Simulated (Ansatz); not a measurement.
Molecule: InBr$_{2}$ (charge 0, doublet). It need not be the lowest isomer of its formula. 
Structure (B3LYP-D3(BJ)/def2-TZVP (Ansatz, a first-principles code) minimum search):
```xyz
3

In     0.6282     0.3100     0.2149
Br    -0.7784     1.4524    -1.5685
Br    -0.1011    -1.8864     1.2676
```
Charge 0, spin multiplicity 2.

Basis-set convergence of Hartree-Fock and CCSD(T) correlation energies (hartree) with Ansatz. Valence correlation only, unless marked. UHF or UKS for open shells. No spin-orbit coupling. Frozen are the shells of the preceding noble gas and the d and f shells that filled before the atom's block. Past Kr the def2 sets carry scalar-relativistic core potentials.

```csv
basis,functions,E(HF),"E(corr, CCSD(T))"
def2-SVPD,114,-5333.53173,-0.31911
def2-TZVPPD,170,___,___
```

Problem. Complete the blanks.

Solution. 
- def2-TZVPPD, E(HF): -5334.16336
- def2-TZVPPD, E(corr, CCSD(T)): -0.41020
